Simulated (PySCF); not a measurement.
Isomers of C8H13NO, from PBE0-D3(BJ)/def2-SVP geometry optimisation, gas phase (PySCF 2.14.0). One conformer each, no zero-point energy, no frequencies.

Question: Which isomer lies lowest at this level?
A. `[CH2:1]=[C:2](/[CH:3]=[N:4]/[C:5]([CH3:6])=[O:7])[CH:8]([CH3:9])[CH3:10]` with C1–C2–C3–N4 176°, C3–N4–C5–C6 142°, C1–C2–C8–C9 105°: A = 2517, B = 661.2, C = 599.7 MHz, dipole 2.70 D
B. `[CH3:1][C@:2]12[CH2:3][C@@H:4]([NH:5][CH:6]=[O:7])[C@H:8]([CH2:9]1)[CH2:10]2` with C3–C4–N5–C6 -126°, C4–N5–C6–O7 1°: A = 3394, B = 764.2, C = 743.9 MHz, dipole 3.94 D
C. `[CH2:1]=[CH:2][CH2:3][C@@H:4]1[N:5]=[CH:6][CH2:7][C@H:8]1[O:9][CH3:10]` with C1–C2–C3–C4 -116°, C2–C3–C4–N5 -169°, C7–C8–O9–C10 -168°, C3–C4–N5–C6 -113°, N5–C6–C7–C8 -10°, C6–C7–C8–O9 -104°, C3–C4–C8–C7 105°: A = 1661, B = 1126, C = 803.2 MHz, dipole 1.96 D
D. `[CH2:1]=[CH:2][C:3](=[O:4])[N:5]([CH2:6][CH3:7])[CH:8]1[CH2:9][CH2:10]1` with C1–C2–C3–O4 -3°, C2–C3–N5–C6 171°, C3–N5–C6–C7 -103°, C3–N5–C8–C9 -67°: A = 1678, B = 1137, C = 750.0 MHz, dipole 3.45 D

Answer: B. That is `C[C@]12C[C@@H](NC=O)[C@H](C1)C2`, 13.7 kcal/mol below the next.

```
                         SMILES                                                                 mapped SMILES      E (Eh)  relative (kcal/mol)  relative (kJ/mol)  dipole (D)
C[C@]12C[C@@H](NC=O)[C@H](C1)C2  [CH3:1][C@:2]12[CH2:3][C@@H:4]([NH:5][CH:6]=[O:7])[C@H:8]([CH2:9]1)[CH2:10]2  -441.83063                  0.0                0.0        3.94
          C=C(/C=N/C(C)=O)C(C)C      [CH2:1]=[C:2](/[CH:3]=[N:4]/[C:5]([CH3:6])=[O:7])[CH:8]([CH3:9])[CH3:10]  -441.80885                 13.7               57.2        2.70
             C=CC(=O)N(CC)C1CC1       [CH2:1]=[CH:2][C:3](=[O:4])[N:5]([CH2:6][CH3:7])[CH:8]1[CH2:9][CH2:10]1  -441.79485                 22.5               93.9        3.45
        C=CC[C@@H]1N=CC[C@H]1OC        [CH2:1]=[CH:2][CH2:3][C@@H:4]1[N:5]=[CH:6][CH2:7][C@H:8]1[O:9][CH3:10]  -441.77548                 34.6              144.8        1.96
```

As drawn, the lowest has a four-membered ring, a C=O bond and an N–H bond, which the highest lacks; the highest has a C=N bond and a C=C bond outside aromatic rings, which the lowest lacks.
